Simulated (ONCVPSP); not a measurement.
**Transferability test, ONCV potential for Rb (Z = 37)**

rubidium (Rb), optimised norm-conserving Vanderbilt (ONCV), made with ONCVPSP 4.0.1 (LDA (Perdew-Wang 92), scalar-relativistic). Core [Ar] 3d10, reference 4s2 4p6 5s1. Waves: 4s+5s: rc 2.55 bohr, ncon 5, nbas 8, qcut 4.5 1/bohr, 2 projectors; 4p: rc 2.65 bohr, ncon 5, nbas 8, qcut 5.7 1/bohr, 1 projector; d scattering state at 0.03 Ha: rc 2.35 bohr, ncon 4, nbas 7, qcut 4 1/bohr, 2 projectors, debl 3.6 Ha. Local part: polynomial inside 2.05 bohr (lpopt 5, dvloc0 0 Ha). Core correction: polynomial model core, fcfact 0.25.

Energies are relative to the spin-unpolarised reference configuration 4s2 4p6 5s1; without spin polarisation the order of configurations can differ from experiment.

```json
{"valence configuration": "4s2 4p6 5s0", "charge": "+1", "ΔE all-electron (eV)": "4.274", "error AE − PS (meV)": "-0.3"}
{"valence configuration": "4s2 4p6 5s0.5", "charge": "+0.5", "ΔE all-electron (eV)": "1.658", "error AE − PS (meV)": "-0.1"}
{"valence configuration": "4s2 4p6 5s0 5p1", "charge": "0", "ΔE all-electron (eV)": "1.618", "error AE − PS (meV)": "-3.6"}
{"valence configuration": "4s2 4p5 5s1", "charge": "+1", "ΔE all-electron (eV)": "21.240", "error AE − PS (meV)": "-12"}
```
